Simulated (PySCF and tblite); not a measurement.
Values are calculated unless marked as measured or tabulated.
System: ClF₄Si (charge -1), numbered as in [F:1][Si-:2]([F:3])([F:4])([F:5])[Cl:6].

Two runs for the Berry pseudorotation at Si2 with F3 as pivot on the same PBE0-D3(BJ)/def2-SVP geometries. The first, B3LYP/pcSseg-1 + D3(BJ), IEF-PCM acetonitrile, gave a barrier of 2.3 kcal/mol. The second was started with:

```json
{"job": {"kind": "nmr", "xc": "B3LYP", "basis": "STO-3G", "solvent": "acetonitrile", "pop": false}, "charge": -1, "multiplicity": 1}
```

```
coarse grid: 7592 points
cycle   1  E = -1134.8545563033  dE =  2.803e-01  |g| = 7.280e-01  |ddm| = 2.965e+00
cycle   2  E = -1134.9256955416  dE = -7.114e-02  |g| = 6.378e-01  |ddm| = 2.384e+00
cycle   3  E = -1135.0764203553  dE = -1.507e-01  |g| = 3.200e-02  |ddm| = 1.183e+00
cycle   4  E = -1135.0767796193  dE = -3.593e-04  |g| = 1.874e-02  |ddm| = 1.119e-01
cycle   5  E = -1135.0769329007  dE = -1.533e-04  |g| = 1.324e-03  |ddm| = 3.860e-02
cycle   6  E = -1135.0769338962  dE = -9.955e-07  |g| = 6.396e-05  |ddm| = 3.773e-03
final grid: 70088 points
cycle   7  E = -1134.9734749998  dE = -1.782e-06  |g| = 8.307e-04  |ddm| = 6.026e-03
cycle   8  E = -1134.9734751345  dE = -1.347e-07  |g| = 6.040e-04  |ddm| = 2.456e-03
cycle   9  E = -1134.9734752688  dE = -1.343e-07  |g| = 3.316e-05  |ddm| = 1.067e-03
cycle  10  E = -1134.9734752694  dE = -5.703e-10  |g| = 1.064e-05  |ddm| = 1.082e-04
converged SCF energy = -1134.9734752694
```

What is wrong with the second run, and what did it give?

Its fault: minimal basis. It ran through; the barrier from its energies is -2.3 kcal/mol, off by -4.6.
